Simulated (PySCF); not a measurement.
## Working out the electron affinity of Tl

Tl⁻ [Xe] 4f14 5d10 6s2 6p2 (3P) → Tl [Xe] 4f14 5d10 6s2 6p1 (2P). Computed with PySCF 2.14 in aug-cc-pVTZ-PP with ECP60MDF (6s5p4d2f, 55 functions), with a scalar-relativistic core potential. Frozen: 5s2 5p6 5d10. Energies in hartree (1 hartree = 27.21139 eV):

```tsv
part	Tl⁻ (lower)	Tl (upper)
UHF	-171.514874	-171.515187
MP2 opposite-spin	-0.027396	-0.024040
MP2 same-spin	-0.008143	-0.002250
```

Question: What does Hartree-Fock give?

Answer: (-171.515187) − (-171.514874) = -0.000313 hartree = -0.009 eV.

Question: What do MP2 and SCS-MP2 (6/5 opposite-spin, 1/3 same-spin) give?

Answer: The opposite-spin parts differ by 0.091 eV and the same-spin parts by 0.160 eV. MP2: -0.009 + (0.091) + (0.160) = 0.242 eV. SCS-MP2: -0.009 + 1.2 × (0.091) + (0.160)/3 = 0.154 eV.

Reference: 0.320 eV (measured; photodetachment measurements, as compiled on the Wikipedia data page of electron affinities), between the lowest levels; spin-orbit coupling is absent from the calculation.

What remains against the reference includes basis incompleteness, the frozen core and correlation beyond second order.
